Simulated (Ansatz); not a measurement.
Reaction (ligand exchange at a B–C bond): `CBC=O` + HCl → `O=CBCl` + CH₄

Gas-phase electronic energies from Ansatz, PBE0-D4/def2-TZVP geometries. CCSD(T)/CBS is the MP2 limit (def2-TZVPP, def2-QZVPP) plus CCSD(T) − MP2 in def2-TZVPP, frozen cores. This one scheme is used for every species. Functionals use def2-TZVPP. B3LYP here is the variant with VWN-RPA as its local correlation; programs differ in this. HSE06 is defined as in plane-wave codes. One conformer a species, not always the lowest.

```tsv
level	ΔE (kcal/mol)	difference from CCSD(T)/CBS
PBE0-D4	-20.7	0.4
B3LYP-D4	-21.2	-0.1
r2SCAN0-D4	-21.1	0.0
HSE06-D4	-20.8	0.3
ωB97M-V	-20.9	0.2
PBE	-21.0	0.1
r2SCAN	-21.3	-0.2
CCSD(T)/def2-SVP	-24.4	-3.3
SCS-MP2/def2-TZVPP	-22.2	-1.1
HF/CBS(def2)	-21.2	-0.1
CCSD(T)/CBS	-21.1	0
```

**Question.** What do rigid-rotor, harmonic-oscillator terms from PBE0-D4/def2-TZVP frequencies (298.15 K, 1 bar) make of the CCSD(T)/CBS value? (Best estimate.)

**Answer.** Ansatz gave: ΔZPE = +2.1 kcal/mol, ΔH = -19.3 kcal/mol, ΔS = -9 J/(mol·K), ΔG = -18.7 kcal/mol.

Largest T1 diagnostic among the species: 0.016.

Leaving LDA and LC-ωPBE aside and taking each functional with its dispersion term where it has one, the values, not all of them listed here, spread over 1.1 kcal/mol, from B2PLYP to PBE0-D4. LDA lies +1.3 kcal/mol from PBE without D4. At CCSD(T), def2-SVP lies −3.3 kcal/mol from the extrapolated value and def2-TZVPP −0.4 kcal/mol.
